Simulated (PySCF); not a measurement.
Spin–orbit doublets of 2p levels

Species: (ClZn-mu-OH)2 (singlet state).
Geometry (PBE0-D3(BJ)/def2-SVP, Å), atoms numbered from 1 in this order:
```
atom  x, y, z in Å
Zn1   -1.0098   -1.0418   -0.0129
Cl2   -2.4957   -2.5545   -0.0264
O3    -0.5553    0.5612   -0.9722
Zn4    1.0384    1.0252   -0.0015
Cl5    2.5437    2.5178   -0.0120
O6     0.5677   -0.5618    0.9768
H7    -0.9706    0.9799   -1.7282
H8     1.0197   -1.0118    1.6927
```

Method used: PySCF, delta-SCF UKS SCAN, pcX-2 on the ionised atom (unc-x2c-TZVPall on a metal), pcseg-1 elsewhere, spin-free X2C. These are vertical core ionisation energies against the vacuum level, from separate self-consistent calculations with and without the core hole. Spin–orbit and ligand-field terms were added within each 2p shell after the spin-free SCF. The splitting includes the ligand field, and 2p3/2 is the mean of two sublevels.

When a 2p electron fills a 1s hole, the emitted photon carries the energy difference of the two hole states (Kα1 from 2p3/2, Kα2 from 2p1/2), here at the ground state's geometry.

| atom | Kα1 (eV) | Kα2 (eV) | 2p3/2 binding energy (eV) |
| --- | --- | --- | --- |
| Cl2/Cl5 | 2622.63 | 2620.97 | 205.17 |

Question: What are the 1s and 2p1/2 binding energies?

Answer: 1s = Kα1 + 2p3/2, and 2p1/2 = 1s − Kα2:

```
   atom            environment  1s (eV)  2p1/2 (eV)
Cl2/Cl5  chlorine bonded to Zn  2827.80      206.83
```

Question: And the 1s levels of the other atoms?

Answer: O3/O6 (oxygen bonded to 2 Zn and H) 538.93 eV.

Atoms equivalent by their bonding share one computed value, that of the first of them. Not every level is listed. No level of zinc is listed. Geometry: PBE0-D3(BJ)/def2-SVP; no solvent, vibrations or thermal averaging. Metal 2p energies of this one-determinant scheme are less reliable than its 1s energies.
